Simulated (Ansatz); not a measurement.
Consider the formal exchange of groups at a B–C bond: `COB(C)F` + `C=C(C)CN` → `COB(N)F` + `C=C(C)CC`.

Calculated with Ansatz (gas phase, PBE0-D4/def2-TZVP geometries, no zero-point term in ΔE). CCSD(T)/CBS is the MP2 limit (def2-TZVPP, def2-QZVPP) plus CCSD(T) − MP2 in def2-TZVPP, frozen cores. This one scheme is used for every species. DFT in def2-TZVPP. B3LYP here is the variant with VWN-RPA as its local correlation; programs differ in this. Each species was taken in one conformer, which may not be the lowest.

```json
{"level": "PBE0-D4", "ΔE (kcal/mol)": "-29.6", "difference from CCSD(T)/CBS": "0.6"}
{"level": "ωB97M-V", "ΔE (kcal/mol)": "-29.8", "difference from CCSD(T)/CBS": "0.4"}
{"level": "r2SCAN", "ΔE (kcal/mol)": "-30.2", "difference from CCSD(T)/CBS": "0.0"}
{"level": "PBE0", "ΔE (kcal/mol)": "-29.6", "difference from CCSD(T)/CBS": "0.6"}
{"level": "B3LYP", "ΔE (kcal/mol)": "-30.1", "difference from CCSD(T)/CBS": "0.1"}
{"level": "SCS-MP2/def2-TZVPP", "ΔE (kcal/mol)": "-30.8", "difference from CCSD(T)/CBS": "-0.6"}
{"level": "CCSD/def2-TZVPP", "ΔE (kcal/mol)": "-30.5", "difference from CCSD(T)/CBS": "-0.3"}
{"level": "HF/CBS(def2)", "ΔE (kcal/mol)": "-32.2", "difference from CCSD(T)/CBS": "-2.0"}
{"level": "MP2/CBS(def2)", "ΔE (kcal/mol)": "-31.1", "difference from CCSD(T)/CBS": "-0.9"}
{"level": "CCSD/CBS(def2)", "ΔE (kcal/mol)": "-30.6", "difference from CCSD(T)/CBS": "-0.4"}
{"level": "CCSD(T)/CBS", "ΔE (kcal/mol)": "-30.2", "difference from CCSD(T)/CBS": "0"}
```

Largest T1 diagnostic among the species: 0.012.

From PBE to PBE0 (25 % exact exchange), in def2-TZVPP and without D4, ΔE moves by −1.1 kcal/mol. In def2-TZVPP, CCSD(T) changes the Hartree–Fock value by +2.1 kcal/mol (the triples alone add +0.4 kcal/mol) and MP2 by +1.2 kcal/mol.
